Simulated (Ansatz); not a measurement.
```yaml
atoms:
  - { symbol: P, position_ang: [0.0000, 0.0000, -0.6494] }
  - { symbol: O, position_ang: [0.0000, 0.0000, 0.6494] }
```

Basis set: cc-pVTZ on O; cc-pV(T+d)Z on P (spherical functions). Correlated methods keep 6 orbitals frozen. Correlation on ROHF uses semicanonical orbitals with singles. Charge 0, multiplicity 2.

Computed with Ansatz (development build ahead of 0.2.0); the reference of a correlated method needn't be the lowest determinant of its kind.

Task: Give the atomization energy at this shape (free ground-state atoms in the same class of orbitals less the molecule, no zero-point energy) of doublet PO by UHF-BCCD(T), ROHF-CCSD(T).

Result:

| method | atomization energy |
| --- | --- |
| UHF-BCCD(T) | 96.45 kcal/mol |
| ROHF-CCSD(T) | 96.53 kcal/mol |

Caution: the reference determinant was not shown to be the lowest; the shape is not the minimum.
